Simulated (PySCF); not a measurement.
**`C[C@@H]1CC[Si@H](Cl)C1`, C$_{5}$H$_{11}$ClSi**

Geometry:
| atom | x (Å) | y (Å) | z (Å) |
| --- | --- | --- | --- |
| C1 | 2.182 | 0.052 | -0.360 |
| C2 | 0.736 | -0.380 | -0.151 |
| C3 | -0.218 | 0.296 | -1.141 |
| C4 | -1.653 | -0.098 | -0.776 |
| Si5 | -1.663 | -0.122 | 1.130 |
| Cl6 | -2.562 | 1.502 | 1.936 |
| C7 | 0.235 | -0.052 | 1.262 |
| H8 | 2.835 | -0.438 | 0.359 |
| H9 | 2.519 | -0.206 | -1.362 |
| H10 | 2.279 | 1.129 | -0.233 |
| H11 | 0.667 | -1.463 | -0.299 |
| H12 | -0.103 | 1.379 | -1.054 |
| H13 | 0.022 | 0.015 | -2.168 |
| H14 | -2.370 | 0.586 | -1.227 |
| H15 | -1.870 | -1.090 | -1.173 |
| H16 | -2.277 | -1.314 | 1.715 |
| H17 | 0.569 | 0.950 | 1.538 |
| H18 | 0.663 | -0.738 | 1.991 |

Method used: TDDFT PBE0/def2-SVPD circular dichroism and optical rotation, one conformer, gas phase in PySCF 2.14.0. Geometry: GFN2-xTB.

States above about 8.0 eV (minus the energy of the highest occupied orbital) lie near or above the ionisation threshold and depend on the basis.

Problem. Draw the ECD and absorption spectra from the lowest 16 states, each a Gaussian of half-width 0.25 eV at 1/e height.

Solution. 
| E (eV) | λ (nm) | Δε (L mol⁻¹ cm⁻¹) | ε (L mol⁻¹ cm⁻¹) |
| --- | --- | --- | --- |
| 6.67 | 186 | +0.04 | 2.38 |
| 6.82 | 182 | +0.33 | 22.4 |
| 6.97 | 178 | +1.43 | 136 |
| 7.12 | 174 | +3.90 | 579 |
| 7.27 | 170 | +6.81 | 1650 |
| 7.42 | 167 | +4.09 | 3220 |
| 7.57 | 164 | -14.40 | 5570 |
| 7.72 | 161 | -43.14 | 8640 |
| 7.87 | 157 | -48.48 | 9350 |
| 8.02 | 155 | -22.23 | 6790 |
| 8.17 | 152 | -8.28 | 4020 |
| 8.32 | 149 | -19.50 | 3310 |
| 8.47 | 146 | -30.35 | 5200 |
| 8.62 | 144 | -21.62 | 6920 |

Δε uses R in velocity form, ε uses f in length form. Only the states computed contribute, so the short-wavelength end is incomplete.
